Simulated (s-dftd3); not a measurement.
CH$_{4}$OZn, charge -1, doublet, geometry from GFN2-xTB (such geometries of metal compounds can be far from the true shape) (a state made from the parent by changing its charge; the spin is typed, not shown lowest); D3(zero) for pbe (s-dftd3 1.4.0).

Input for s-dftd3:
```
$ s-dftd3 mol.xyz --zero pbe --json dftd3.json --noedisp --grad

# file mol.xyz
7

Zn     0.02861537     0.13070529     0.46453248
C     -0.21930429     1.47878168    -1.45360347
H     -0.98120992     2.26356288    -1.36154620
H     -0.51280517     0.84412804    -2.29240487
H      0.71295866     1.98009758    -1.74077439
O      0.12606942    -1.90275807    -0.04415482
H      0.22986553    -2.65957263     0.53361042
```

Output, abridged:

```
-----------------------------------
 s i m p l e   D F T - D 3  v1.4.0
-----------------------------------

Zero (Chai-Head-Gordon) damping: pbe-D3(0)
--------------------
  s6         1.0000
  s8         0.7220
  s9         0.0000
 rs6         1.2170
 rs8         1.0000
 alp        14.0000
--------------------

Dispersion energy:      -2.4088965092210E-03 Eh

Gradient norm:           6.6241873219246E-04 Eh/a0
--------------------------------------------------
     #    Z           dE/dx      dE/dy      dE/dz
--------------------------------------------------
     1   30 Zn    5.206E-05 -3.276E-04  3.908E-04
     2    6 C     2.006E-06  1.791E-05  3.891E-05
     3    1 H    -4.458E-05  1.472E-04 -1.650E-04
     4    1 H    -3.300E-05  1.333E-04 -1.911E-04
     5    1 H     5.460E-06  1.423E-04 -1.757E-04
     6    8 O     1.111E-05 -2.740E-05  9.185E-05
     7    1 H     6.938E-06 -8.560E-05  1.029E-05
--------------------------------------------------

Virial:
--------------------------------------------------
      component           x          y          z
--------------------------------------------------
          x       1.296E-04 -2.792E-04  2.859E-04
          y      -2.792E-04  1.872E-03 -1.845E-03
          z       2.859E-04 -1.845E-03  2.069E-03
--------------------------------------------------

[Info] JSON dump of results written to 'dftd3.json'
```
